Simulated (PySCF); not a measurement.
Work out the structure from these simulated measurements.

Formula: CH5ClOSi.

| Item | Value |
| --- | --- |
| Triplet | lowest triplet excitation (Tamm–Dancoff): 5.87 eV [TDA PBE0/def2-SVPD] |
| 1H NMR | chemical shifts (computed TMS as zero) by class: 4.83 (2 H), 2.85 (2 H), 1.61 (1 H) ppm [GIAO PBE0/pcSseg-1] |
| 13C NMR | chemical shifts (computed TMS as zero) by class: 35.4 (1 C) ppm [GIAO PBE0/pcSseg-1] |
| XPS | Si2p3/2 107.7, Cl2p3/2 206.3, C1s 292.0, O1s 538.7, Si1s 1847.6, Cl1s 2828.9 eV [ΔSCF SCAN, pcX-2 on the ionised atom, pcseg-1 elsewhere, spin-free X2C, 2p3/2 from a spin–orbit splitting computed afterwards within the 2p shell] |
| UV, strongest line | among the 10 lowest singlet transitions: S9 at 8.46 eV (147 nm, f = 0.043) [TDDFT PBE0/def2-SVPD] |
| Valence photoelectron | vertical ionisation energy: 10.47 eV [ΔSCF PBE0/def2-SVPD] |
| Rotational structure | rotational constants A, B, C: 8.462, 2.573, 2.153 GHz [PBE0-D3(BJ)/def2-SVP] |

Electronic properties: PySCF, gas phase, density fitting. Levels stand in brackets. Geometry: PBE0-D3(BJ)/def2-SVP, one conformer, isolated molecule. NMR values are class means; diastereotopic atoms form classes of their own.

Question: Give a SMILES that accounts for the data.

Answer: Numbering: `[OH:1][SiH2:2][CH2:3][Cl:4]`. Its formula, CH5ClOSi, gives 0 degrees of unsaturation, so no ring and no π bond. The one carbon: sp3 C–Cl carbon [C3] (35.4 ppm). Hydrogen classes from least to most shielded: 2 H on an oxygen-bound silicon, Si2 (4.83 ppm), 2 H on an sp3 C–Cl carbon, C3 (2.85 ppm), 1 H on a silanol oxygen, O1 (1.61 ppm). The core levels belong to: Si2p3/2 107.7 eV, oxygen-bound silicon [Si2]; Cl2p3/2 206.3 eV, alkyl chlorine [Cl4]; C1s 292.0 eV, sp3 C–Cl carbon [C3]; O1s 538.7 eV, silanol oxygen [O1]; Si1s 1847.6 eV, oxygen-bound silicon [Si2]; Cl1s 2828.9 eV, alkyl chlorine [Cl4]. The first electron is taken from the HOMO, whose largest Löwdin shares are 0.47 on the alkyl chlorine, 0.22 on the sp3 C–Cl carbon, 0.12 on the oxygen-bound silicon and 0.09 on the silanol oxygen. The optimised geometry has point group C1 and is an asymmetric top. Structure: `O[SiH2]CCl`. Computed isomers that give other values at the same levels: `CO[SiH2]Cl` (rotational constant A: 16.047 GHz; this holds for the one conformer computed). The assignments are read from this structure; whether some other isomer fits the data as well wasn't checked.

Shape of the structure used: `[OH:1][SiH2:2][CH2:3][Cl:4]`: O1–Si2–C3–Cl4 -54°, H–O1–Si2–C3 46°.
